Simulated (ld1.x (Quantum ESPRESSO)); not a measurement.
**Ranking RRKJ potentials for aluminium (Al)**

All share these settings but for the change named:

ld1.x (Quantum ESPRESSO) 7.5 input, shortened:

```
&input
   title='Al', zed=13., rel=1, dft='BP', iswitch=3,
   config='[Ne] 3s2 3p1'
 /
 &inputp
   pseudotype=2, tm=.false., rho0=0.02, lloc=1,
   nlcc=.false.
 /
2
2S  1  0   2.00   0.00  0.75  0.75  0.0
2P  2  1   6.00   0.00  0.80  0.80  0.0
 &test
   configts(1)='2s2 2p6 3s2 3p1'
 /
```

Occupied shells without a wave of their own: 3p, 3s. They enter only through the test configuration that unscreens the potential.

Cutoff: the first of the cutoffs (Ry, on a coarse ladder) from which the occupation-weighted sum of valence levels, in a spherical-Bessel basis at the reference potential, stays within 10 and 1 mRy of its value at 400 Ry; the density cutoff is not measured.

The base gives 300 Ry.

Of 12 variants that were run, those that failed, showed a ghost or another fault, or gave nearly equal values are left out.

A variant can come out equal or close to the base.

Problem. Rank these variants from softest to hardest (loose cutoff).
A. local potential the s channel
B. core [Ne], valence charge 3; reference 3s2 3p1; waves now 3p (bound): rc 1.90 bohr; 3s (bound): rc 1.65 bohr; local potential the s channel; core correction Bessel-smoothed model core inside 0.80 bohr
C. type TM; rho0 0
D. functional LDA (PZ)

Solution. B (10 Ry), A (230 Ry), C (260 Ry), D (300 Ry).
